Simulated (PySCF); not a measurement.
## Excitation energy of Ta by level of theory

Ta [Xe] 4f14 5d3 6s2 (4F) → Ta [Xe] 4f14 5d3 6s1 6p1 (high-spin determinant), as a difference of total energies. Computed with PySCF 2.14 in aug-cc-pwCVDZ-PP with ECP60MDF (6s6p5d3f, 70 functions), with scalar relativity through the core potential. Correlated levels: valence and next inner shell: nothing frozen outside the core potential. The calculations carry no spin-orbit coupling.

```csv
method,excitation energy (eV)
UHF,1.146
MP2 (valence and next inner shell),2.397
SCS-MP2 (valence and next inner shell),2.613
CCSD (valence and next inner shell),2.376
CCSD(T) (valence and next inner shell),2.504
```

Problem. How much does correlation contribute at CCSD(T) (valence and next inner shell)?

Solution. 2.504 − (1.146) = 1.358 eV, measured against UHF.

The determinant of the upper state mixes LS terms, which raises its energy above the lowest term, most at the Hartree-Fock and MP2 levels.
